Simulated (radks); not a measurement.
As I, configuration [Ar] 3d10 4s2 4p3. Calculated with a radial shooting solver on a logarithmic mesh with Libxc functionals: Dirac Kohn-Sham, XLYP, spin-unpolarised, spherical densities, point nucleus; open shells fill j = l - 1/2 first.

Normalised radial functions P(r) = r R(r) (large component), r in bohr:

```
   r/bohr * 3p1/2, o 3p3/2 (the largest magnitude, 1.38, reaches the edge; | marks zero, & curves that meet)
 0.006056                             &
 0.007949                             o*
  0.01052                             |&
  0.01381                             |&
  0.01827                             | &
  0.02398                             |  &
  0.03172                             |    &
  0.04164                             |      &
   0.0551                             |         &
  0.07232                             |           o*
  0.09569                             |             &
   0.1256                             |             &
   0.1662                             |        *o
   0.2181                             *o
   0.2886                 *o          |
   0.3788       &                     |
   0.5012  &                          |
   0.6579     &                       |
   0.8705            o*               |
    1.143                    o*       |
    1.512                          &  |
    1.984                            &|
    2.626                             &
    3.446                             &
     4.56                             &
    5.985                             &
    7.919                             &
```

3p1/2: eigenvalue -136.71 eV, 1 radial node at r = 0.220 bohr, <r> = 0.610 bohr, 90 % of the charge inside 0.937 bohr. 3p3/2: eigenvalue -131.68 eV, 1 radial node at r = 0.224 bohr, <r> = 0.621 bohr, 90 % of the charge inside 0.953 bohr.
